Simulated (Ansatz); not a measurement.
Basis-set series for C$_{2}$H$_{6}$O$_{2}$Si, SMILES `CO[Si]OC`. The species carries charge 0 and has multiplicity 1. Geometry: relaxed with PBE0-D4/def2-TZVP. It is one conformer, not always the lowest.

Cartesian coordinates in Å:
```
C 0.209 -1.674 -0.051
O -1.101 -1.278 -0.381
Si -1.947 0.099 -0.677
O -0.980 1.383 -0.343
C 0.282 1.649 0.222
H 0.348 -1.672 1.033
H 0.369 -2.690 -0.416
H 0.959 -1.020 -0.505
H 0.272 2.657 0.641
H 1.062 1.602 -0.543
H 0.528 0.944 1.020
```

| functional | basis | functions | energy (Eh) | HOMO (eV) | LUMO (eV) |
| --- | --- | --- | --- | --- | --- |
| PBE0-D4 | def2-SVP | 104 | -519.14659 | -6.77 | -0.68 |
| PBE0-D4 | def2-QZVPP | 478 | -519.55033 | -6.97 | -0.96 |
| ωB97M-V | def2-SVP | 104 | -519.41143 | -8.90 | 1.41 |
| ωB97M-V | def2-QZVPP | 478 | -519.82372 | -9.12 | 0.86 |

Q: Give the rows for def2-TZVPP. (Best estimate.)

A: Ansatz gave: 
```csv
functional,basis,functions,energy (Eh),HOMO (eV),LUMO (eV)
PBE0-D4,def2-TZVPP,250,-519.52672,-6.93,-0.87
ωB97M-V,def2-TZVPP,250,-519.80104,-9.08,1.08
```

Positive LUMOs are unbound and depend on the basis.
